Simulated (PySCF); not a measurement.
Correlation energy of Ti(4+) (titanium, charge +4)

Starting occupation: [Ar]. All numbers are calculated (PySCF 2.14, X2C-1e with screened-nucleus spin-orbit coupling, Gaussian nucleus, in x2c-TZVPPall-2c with one added diffuse shell each of s, p, d, f type (7s8p5d3f1g, 86 functions)). Frozen: 1s2; 16 electrons correlated.

MP2 pair energies summed by pair of shells (mhartree):

| pair | energy | share (%) |
| --- | --- | --- |
| 3p3/2-3p3/2 | -77.26 | 26.9 |
| 3p1/2-3p3/2 | -75.35 | 26.3 |
| 3p3/2-3s1/2 | -21.31 | 7.4 |
| 3p1/2-3p1/2 | -19.80 | 6.9 |
| 2p1/2-2p3/2 | -18.37 | 6.4 |
| 2p3/2-2p3/2 | -15.83 | 5.5 |
| 2p3/2-3p3/2 | -10.79 | 3.8 |
| 3p1/2-3s1/2 | -10.64 | 3.7 |
| 3s1/2-3s1/2 | -7.74 | 2.7 |
| 2p3/2-3p1/2 | -6.35 | 2.2 |
| 2p1/2-3p3/2 | -6.11 | 2.1 |
| 2p1/2-2p1/2 | -3.37 | 1.2 |
| 2s1/2-3p3/2 | -2.59 | 0.9 |
| 2p3/2-2s1/2 | -2.41 | 0.8 |
| 2p1/2-3p1/2 | -2.27 | 0.8 |
| 2p3/2-3s1/2 | -1.82 | 0.6 |
| 2s1/2-3p1/2 | -1.32 | 0.5 |
| 2p1/2-2s1/2 | -1.20 | 0.4 |
| 2p1/2-3s1/2 | -0.88 | 0.3 |
| 2s1/2-2s1/2 | -0.83 | 0.3 |
| 2s1/2-3s1/2 | -0.75 | 0.3 |

Total MP2 correlation energy: -286.99 mhartree.

The virtual space was cut to 110 spinors, which keep -286.93 of the -286.99 mhartree of MP2 correlation.

```tsv
level	correlation energy (mhartree)
CCSD	-306.98
(T)	-4.74
CCSD(T)	-311.72
```

Diagnostics: T1 = 0.00078, largest double amplitude 0.050.

Cost of the coupled-cluster step: 490 s of wall time on 4 threads of Intel(R) Xeon(R) 6975P-C (shared host), for 16 occupied and 110 virtual spinors.

This basis was not built for core-valence correlation, so the inner-shell part is incomplete.
